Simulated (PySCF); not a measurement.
From one molecule to another.

First species: C8H9N3.
Cartesian coordinates in Å at the GFN2-xTB level; atoms count from 1:
```xyz
20
C8H9N3 angstrom
C     -1.704   -0.615    1.134
C     -1.008    0.282    0.108
C     -1.724    0.224   -1.244
C      0.430   -0.124   -0.048
C      0.815   -1.392   -0.500
N      2.067   -1.770   -0.644
N      3.044   -0.959   -0.364
C      2.794    0.255    0.067
C      1.486    0.738    0.249
C      1.287    2.058    0.717
N      1.163    3.132    1.098
H     -2.728   -0.281    1.281
H     -1.188   -0.576    2.091
H     -1.725   -1.648    0.795
H     -1.036    1.316    0.473
H     -1.750   -0.793   -1.626
H     -2.746    0.577   -1.135
H     -1.219    0.855   -1.973
H      0.082   -2.142   -0.760
H      3.654    0.875    0.279
```

Second species: C7H12OS.
Atom-mapped SMILES: `[CH2:1]=[CH:2][S@:3](=[O:4])[CH2:5][CH:6]1[CH2:7][CH2:8][CH2:9]1` (hydrogens: H10, H11 on C1; H12 on C2; H13, H14 on C5; H15 on C6; H16, H17 on C7; H18, H19 on C8; H20, H21 on C9)

Levels: PBE0/pcSseg-1 for dipole moment, HOMO energy, LUMO energy and HOMO–LUMO gap; GFN2-xTB for rotational constant A and rotational constant C. Geometries: GFN2-xTB. All species are isolated and taken at one optimised geometry, non-relativistic unless stated. Electronic properties by PySCF.

Dipoles, sizes and rotational constants follow the conformer. The torsions of the flexible species, by atom-mapped SMILES:
- `[CH3:1][CH:2]([CH3:3])[c:4]1[cH:5][n:6][n:7][cH:8][c:9]1[C:10]#[N:11]`: C1–C2–C4–C5 61°
- `[CH2:1]=[CH:2][S@:3](=[O:4])[CH2:5][CH:6]1[CH2:7][CH2:8][CH2:9]1`: C1–C2–S3–O4 -2°, C2–S3–C5–C6 171°, S3–C5–C6–C7 173°

Values for the first species:

* Dipole moment: 3.48 D
* HOMO energy: -7.18 eV
* LUMO energy: -2.47 eV
* HOMO–LUMO gap: 4.71 eV
* Rotational constant A: 1.353 GHz
* Rotational constant C: 0.700 GHz

Estimate the same properties for the second species, and the change in each.

| property | first | second | second less first |
| --- | --- | --- | --- |
| dipole moment | 3.48 D | 3.35 D | -0.13 D |
| HOMO energy | -7.18 eV | -6.67 eV | +0.51 eV |
| LUMO energy | -2.47 eV | -0.38 eV | +2.09 eV |
| HOMO–LUMO gap | 4.71 eV | 6.29 eV | +1.58 eV |
| rotational constant A | 1.353 GHz | 3.701 GHz | +2.348 GHz |
| rotational constant C | 0.700 GHz | 0.651 GHz | -0.049 GHz |

On the first: In atomic units the dipole is 1.37 e·bohr (1 au = 2.5417 D).

On the second: In atomic units the dipole is 1.32 e·bohr (1 au = 2.5417 D). A dipole of 3.35 D is allowed in C1, and pure rotational transitions are dipole-allowed.
